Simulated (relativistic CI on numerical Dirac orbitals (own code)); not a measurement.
Fe⁴⁺: L2,3 absorption edge

Computed with this model: Dirac-Coulomb-Breit CI, orbitals from a KLI potential per configuration, a model potential for QED, valence Slater integrals scaled by 0.9, multiplet model of core-to-valence dipole absorption; configurations [Ar] 3d4 → [He] 2s2 2p5 3s2 3p6 3d5; 300 K; Lorentzian 0.6 eV and Gaussian 0.3 eV FWHM. Energies are those of the free ion, without screening or charge transfer. The branching ratio is the share of the lower-energy edge in the whole absorption, uncertain by about 0.02 where the edges overlap. S is read from ⟨S²⟩ = S(S + 1).

Field parameters in Wybourne normalisation: D3d B²₀ = −7Dσ, B⁴₀ = −14Dq − 21Dτ, B⁴₃ = −14√(10/7) Dq; D4h B²₀ = −7Ds, B⁴₀ = 21(Dq − Dt), B⁴₄ = 21√(5/14) Dq; Oh B⁴₀ = 21Dq, B⁴₄ = √(5/14) B⁴₀; Td as Oh with Dq negative (B⁴₀ = 21Dq, B⁴₄ = √(5/14) B⁴₀). The field is a parameter set, without covalency.

free ion: ground-state S = 2.00, centroid 719.86 eV, branching ratio 0.796. Peaks (eV, height): 711.0 (8), 711.7 (13), 715.4 (100), 717.6 (71), 719.0 (64), 723.0 (22), 728.5 (28), 731.0 (20), 732.5 (16).

Td, 10Dq = -8150 cm⁻¹: ground-state S = 2.00, centroid 720.38 eV. Peaks (eV, height): 711.3 (9), 712.1 (10), 715.6 (100), 716.4 (88), 719.3 (53), 723.4 (33), 724.9 (24), 726.7 (20), 729.0 (36), 729.6 (33).

Oh, 10Dq = 29250 cm⁻¹: ground-state S = 1.31, centroid 720.54 eV, branching ratio 0.699. Peaks (eV, height): 712.5 (33), 714.5 (52), 716.2 (85), 717.1 (100), 718.3 (88), 726.7 (22), 727.9 (47), 729.1 (50), 730.4 (29), 732.4 (13), 733.8 (7).

D4h, 10Dq = 34400, Ds = 2800, Dt = 760 cm⁻¹: ground-state S = 1.99, centroid 721.07 eV, branching ratio 0.665. Peaks (eV, height): 714.1 (58), 717.1 (100), 719.3 (54), 721.6 (17), 726.8 (43), 727.7 (40), 728.7 (36), 729.8 (27), 731.4 (30).

D4h, 10Dq = 27550, Ds = -650, Dt = 640 cm⁻¹: ground-state S = 1.99, centroid 720.84 eV, branching ratio 0.656. Peaks (eV, height): 713.9 (53), 716.8 (100), 718.6 (61), 724.7 (18), 726.4 (37), 729.1 (25), 730.6 (31), 732.1 (14).

D3d, 10Dq = 34100, Dσ = -760, Dτ = -480 cm⁻¹: ground-state S = 1.02, centroid 721.61 eV, branching ratio 0.617. Peaks (eV, height): 712.6 (34), 715.1 (56), 716.9 (97), 717.4 (100), 718.7 (78), 728.2 (69), 729.2 (82), 731.0 (26).

The statistical ratio of this edge is 2/3 = 0.667. Values above it arise where the holes sit mainly in the j = l + 1/2 valence subshell or the ground state has high spin; values below it where core-valence Coulomb terms move weight to the upper edge, as in nearly empty shells.

Strongest unbroadened transitions for free ion:

| Energy (eV) | Relative strength |
| --- | --- |
| 715.16 | 50.7 |
| 715.41 | 48.4 |
| 715.43 | 100.0 |
| 715.74 | 22.9 |
| 715.89 | 15.5 |
| 716.51 | 19.3 |
| 717.16 | 21.2 |
| 717.54 | 40.2 |
| 717.56 | 60.5 |
| 717.94 | 18.9 |
| 718.33 | 17.9 |
| 718.68 | 19.2 |
| 719.00 | 16.9 |
| 719.06 | 40.4 |
| 719.08 | 27.4 |
| 719.29 | 15.9 |
| 723.14 | 19.4 |
| 728.39 | 23.6 |
